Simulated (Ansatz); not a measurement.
A nudged elastic band was laid between two geometries of CHO$_{2}$Si (5 atoms, charge 0, multiplicity 2).

The calculation used Ansatz 0.2.0, UKS PBE/def2-SVP.

| Item | Value |
| --- | --- |
| movable images | 9 |
| climbing image | yes |
| spring | 5.0 eV/Å² |
| optimiser | quadratic models (default) |
| start path | through a guess of the saddle point |
| force threshold | 0.03 eV/Å |
| iteration limit | 60 |
| end points | relaxed |

First end point:

```xyz
5
Properties=species:S:1:pos:R:3
O -0.803 1.427 0.655
C -0.215 0.708 -0.101
Si 1.113 -0.784 0.522
O 0.286 -2.066 0.149
H -0.381 0.715 -1.224
```

Last end point:

```xyz
5
Properties=species:S:1:pos:R:3
O -0.845 1.646 1.299
C -0.560 0.835 0.513
Si 0.488 -0.483 -0.336
O 0.440 -1.910 0.310
H 0.477 -0.088 -1.785
```

Problem. What changes between the two ends?

Solution. Bonds broken: C2–H5. Bonds formed: Si3–H5.

Problem. What energy profile does the band end with?

Solution. It converged. The highest image is number 4 of 0 to 10, 1.15 eV above the first end and 1.20 eV above the last; the last end lies 0.06 eV below the first. A vibrational analysis at the climbing image gives one clearly imaginary mode, 1062i cm⁻¹: a first-order saddle point.

| image | path coordinate (Å) | energy (eV) | C2–H5 (Å) | Si3–H5 (Å) |
| --- | --- | --- | --- | --- |
| 0 | 0.00 | 0.00 | 1.14 | 2.74 |
| 1 | 0.27 | 0.03 | 1.13 | 2.63 |
| 2 | 0.54 | 0.22 | 1.14 | 2.34 |
| 3 | 0.81 | 0.67 | 1.22 | 2.02 |
| 4 | 1.08 | 1.15 | 1.44 | 1.79 |
| 5 | 1.36 | 0.75 | 1.74 | 1.61 |
| 6 | 1.64 | 0.37 | 2.04 | 1.53 |
| 7 | 1.92 | 0.17 | 2.27 | 1.51 |
| 8 | 2.20 | 0.04 | 2.44 | 1.51 |
| 9 | 2.48 | -0.03 | 2.58 | 1.50 |
| 10 | 2.76 | -0.06 | 2.68 | 1.50 |

Problem. What is the geometry of the highest image?

Solution. 
```xyz
5
Properties=species:S:1:pos:R:3
O -0.925 1.741 0.506
C -0.364 0.721 0.308
Si 0.811 -0.671 0.174
O 0.423 -2.195 0.050
H 0.055 0.404 -1.038
```

Problem. What are the harmonic wavenumbers there?

Solution. 1062i, 120, 361, 417, 592, 799, 1043, 1575, 1944 cm⁻¹.

Time of the run: 82 s on 2 threads of Intel(R) Xeon(R) Platinum 8488C (Sapphire Rapids), on a shared host, peak memory 0.15 GiB.
